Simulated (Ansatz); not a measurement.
Name a neutral molecule of C, Ga, S, Si, Sn and H with LUMO energy (PBE/def2-TZVPP) between -2.75 and -2.45 eV and HOMO energy (PBE/def2-TZVPP) between -5.70 and -5.40 eV (Ansatz, PBE0-D4/def2-TZVP geometry).

`C#C[S][SnH]([GaH2])[CH2][SiH3]` (-2.53 eV, -5.44 eV). Other molecules can fit too; these were computed, each in one conformer that needn't be the lowest.
